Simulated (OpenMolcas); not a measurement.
## What dynamic correlation does to the levels of Ta

| Quantity | Value |
| --- | --- |
| Program | OpenMolcas 26.06 |
| Basis | ANO-R3 [9s7p6d4f3g2h] |
| Scalar Hamiltonian | X2C, finite nucleus |
| Active space | 3 electrons in 5 orbitals (5d) |
| State averaging | 2S+1 = 4 even, 10 roots; 2S+1 = 2 even, 40 roots |
| Spin-orbit coupling | state interaction with AMFI integrals over the reference wave functions, term energies averaged over their components |

Methods on the same reference wave functions:
A. CASSCF
B. SS-CASPT2, IPEA 0.25 Eh, imaginary shift 0.1 Eh (closed shells correlated: 5s 5p 6s)
C. MS-CASPT2, IPEA 0.25 Eh, imaginary shift 0.1 Eh (closed shells correlated: 5s 5p 6s)

Energies in cm⁻¹ above 5d³ 6s² ⁴F_3/2, the measured ground level; measured values from NIST Handbook of Basic Atomic Spectroscopic Data.

```csv
Level,A,B,C,Measured
5d³ 6s² ⁴F_3/2,0.0,0.0,0.0,0.0
5d³ 6s² ⁴F_5/2,2061,2320,2340,2010
5d³ 6s² ⁴F_7/2,4262,4470,4500,3964
5d³ 6s² ⁴F_9/2 [74 %],6337,6180,6210,5621
5d³ 6s² ⁴P_1/2 [66 %],11281,9110,8790,6049
5d³ 6s² ²G_7/2,13048,10370,10390,
5d³ 6s² ⁴P_5/2,14267,12090,12080,9253
5d³ 6s² ²P_1/2 [66 %],17185,14400,13560,
5d³ 6s² ²H_11/2,18226,15340,15690,
5d³ 6s² ²D_5/2(1),19969,15680,15780,
5d³ 6s² ²P_3/2 [58 %],21966,18650,17910,
5d³ 6s² ²F_7/2,26160,20530,20550,
5d³ 6s² ²F_5/2,26409,20580,20610,
5d³ 6s² ²D_5/2(2),39316,31190,31150,
5d³ 6s² ²D_3/2(2),39703,31340,31430,
```

Deviations, from unrounded energies. A percentage is the sum of absolute deviations over the sum of measured energies, with the sign that they share, or ± where signs differ.

```tsv
Against measurement	Levels	A	B	C
mean absolute deviation (cm-1)	5	2300	1500	1400
fine structure of the ground term (%)	3	+9.2	+11.9	+12.5
other terms of the ground configuration (%)	2	+66.9	+38.5	+36.4
```

B, C lie about equally close to measurement and A furthest from it. The largest miss of C in the table is 5d³ 6s² ⁴P_5/2, by +2800 cm-1. The ranking rests on the paired levels alone, and a cruder setting can come out closer through cancelling errors.

Between B and C the level of the table that moves most is 5d³ 6s² ²P_1/2 [66 %], by 840 cm-1 (lowest in C, highest in B). Moves below CASPT2's spread within the term are not significant.

The mean deviations of B to C differ by less than CASPT2's widest spread within a term (890 cm-1), so their order carries little weight.

From A to B the spin-free energies of the other terms of 5d³ 6s² shown, above ⁴F, scale by factors of 0.65 to 0.75.

The lowest spin-free term lies below A's lowest term by 0.351 hartree in B, 0.351 hartree in C.

CASPT2 breaks the degeneracy within a term, and the mean is taken; among the terms shown or strongly mixed into the levels shown the widest spread is 890 cm-1 (5d³ 6s² ⁴F, C). With the s shell closed, the reference lacks s² → p², s² → d² and s → d mixing, so excited terms can stand far too high and out of order, with CASPT2 too. Without dynamic correlation excited terms often stand tens of per cent too high (terms of higher spin than the ground term too low), and those without a measured partner can miss by more than the paired ones (holds for A). The CASPT2 spread within a term exceeds the gap to the next term for 5d³ 6s² ²P and 5d³ 6s² ²H, so the order of their levels is uncertain (holds for B). Some terms miss by over 15 % even with CASPT2, which points to a basis or an active space too small for the shells correlated (holds for B; C). Computed and measured levels are paired by configuration, term and J; levels that our copy of the source lacks, or whose pairing is in doubt (as where it misses far off the trend of its configuration), stay unpaired and out of the deviations. Levels of configurations outside the active space are missing. The table leaves out levels that lie high or whose names do not pair safely across all columns.

A share in square brackets marks a mixed level and gives the weight of the term that names it, the lowest over the columns. A number in round brackets counts repeated terms of one configuration in the order of the reference energies.
